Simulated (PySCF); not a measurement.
## Molecular orbitals of TaN

PBE0 at R = 1.662 Å; basis Ta cc-pVDZ-PP with ECP60, N cc-pVDZ; scalar-relativistic core potentials; PySCF 2.14. State: ¹Σ⁺ (singlet), closed shell. Only the outer orbitals are listed, counted within each symmetry, core potentials removing the inner ones.

```tsv
orbital	occ.	ε (eV)	on Ta (%)	main shells (%)
1π	2	-42.88	100	100 Ta p
1π	2	-42.88	100	100 Ta p
3σ	2	-42.83	96	96 Ta p
4σ	2	-19.35	27	72 N s, 13 Ta d
2π	2	-8.74	46	54 N p, 42 Ta d
2π	2	-8.74	46	54 N p, 42 Ta d
5σ	2	-8.25	39	51 N p, 33 Ta d, 10 N s
6σ	2	-6.27	96	79 Ta s, 12 Ta d
1δ	0	-3.45	100	100 Ta d
1δ	0	-3.45	100	100 Ta d
3π	0	-1.85	92	68 Ta p, 24 Ta d, 8 N p
```

Question: Which are the highest filled and the lowest empty level, where do they sit, and how wide is the gap?

Answer: Highest filled 6σ at -6.27 eV (in %: 79 Ta s, 12 Ta d); lowest empty 1δ at -3.45 eV (in %: 100 Ta d); the gap at PBE0 is 2.82 eV.

| Property | Result |
| --- | --- |
| bond order (Mayer) | 3.39 |
| ⟨S²⟩ | 0.000 |
| charge on Ta (Mulliken, basis-dependent) | 0.06 |
| charge on Ta (Löwdin, basis-dependent) | 0.24 |
| dipole moment (positive dipole means Ta(−)N(+)) | -3.31 D |
| polarisability along the bond | 70.8 bohr³ |
| polarisability across the bond | 76.4 bohr³ |

Spin–orbit coupling is left out.
